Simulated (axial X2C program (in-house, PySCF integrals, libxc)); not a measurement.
# Bond lengths and stretching modes, held linear, of HTaH⁻

Computed with an axial X2C code built on PySCF integrals: two-component X2C with atomic mean-field Coulomb and Gaunt terms, Gaussian nuclei, basis H dyall-v3z, Ta dyall-v3z with contracted cores. Spin-free rows use the one-electron spin-free X2C Hamiltonian.

Masses H 1.008, Ta 180.948, H 1.008 u. States: 2c Ω = 1 (beyond evenly filled blocks: ω = -3/2, ω = 5/2); spin-free M_S = 2, Λ = 1 (beyond evenly filled blocks: σα, π+α, δ+α, δ-α).

PBE0, 2c: energies above the lowest point

```
r(H–Ta) (Å)  r(Ta–H) (Å)  E (meV)
     1.8330       1.8330    80.95
     1.8330       1.8800    48.17
     1.8330       1.9270    34.78
     1.8800       1.8330    48.17
     1.8800       1.8800    18.38
     1.8800       1.9270     7.83
     1.8800       1.9740    13.34
     1.9270       1.8330    34.78
     1.9270       1.8800     7.83
     1.9270       1.9270     0.00
     1.9740       1.8800    13.34
     1.9740       1.9740    18.60
```

Task: Fit a quadratic surface with cubic terms in each bond: where is the minimum, and what are the two stretching wavenumbers?

Result: At PBE0, 2c: bonds 1.926 and 1.926 Å; harmonic stretches 1287.1 and 1516.1 cm⁻¹; force constants 1.17, 1.17 and coupling 0.20 mdyn/Å.

The other levels and Hamiltonians give:

```json
{"Hamiltonian": "2c", "level": "HF", "r(H–Ta) (Å)": "1.972", "r(Ta–H) (Å)": "1.972", "lower stretch (cm⁻¹)": "1204.2", "upper stretch (cm⁻¹)": "1452.3"}
{"Hamiltonian": "2c", "level": "LDA", "r(H–Ta) (Å)": "1.907", "r(Ta–H) (Å)": "1.907", "lower stretch (cm⁻¹)": "1314.2", "upper stretch (cm⁻¹)": "1520.0"}
{"Hamiltonian": "2c", "level": "MP2", "r(H–Ta) (Å)": "1.913", "r(Ta–H) (Å)": "1.913", "lower stretch (cm⁻¹)": "1350.5", "upper stretch (cm⁻¹)": "1577.2"}
{"Hamiltonian": "spin-free", "level": "PBE0", "r(H–Ta) (Å)": "1.929", "r(Ta–H) (Å)": "1.929", "lower stretch (cm⁻¹)": "1279.5", "upper stretch (cm⁻¹)": "1518.9"}
{"Hamiltonian": "spin-free", "level": "HF", "r(H–Ta) (Å)": "1.974", "r(Ta–H) (Å)": "1.974", "lower stretch (cm⁻¹)": "1199.9", "upper stretch (cm⁻¹)": "1455.4"}
{"Hamiltonian": "spin-free", "level": "LDA", "r(H–Ta) (Å)": "1.914", "r(Ta–H) (Å)": "1.914", "lower stretch (cm⁻¹)": "1297.8", "upper stretch (cm⁻¹)": "1525.2"}
{"Hamiltonian": "spin-free", "level": "MP2", "r(H–Ta) (Å)": "1.917", "r(Ta–H) (Å)": "1.917", "lower stretch (cm⁻¹)": "1341.5", "upper stretch (cm⁻¹)": "1579.3"}
```

Each state is one determinant, the lowest of a limited PBE0 search; the stretches come from a fit to these few points and carry an uncertainty of a few per cent. Other orders of the atoms were not compared. MP2 freezes inner shells (threshold -2 hartree). For an anion the highest level of a functional can be positive, and the basis then holds the extra electron. The molecule was held linear; bending was not examined, so a bent shape may lie lower. Open-shell Ω = 0 determinants with evenly filled partner blocks cannot be reached by this program, so the Ω shown need not be the lowest component. Note: functional without a current term on a determinant with orbital currents, of the molecule or an atom. Note: several unpaired electrons, one determinant need not be a pure state.
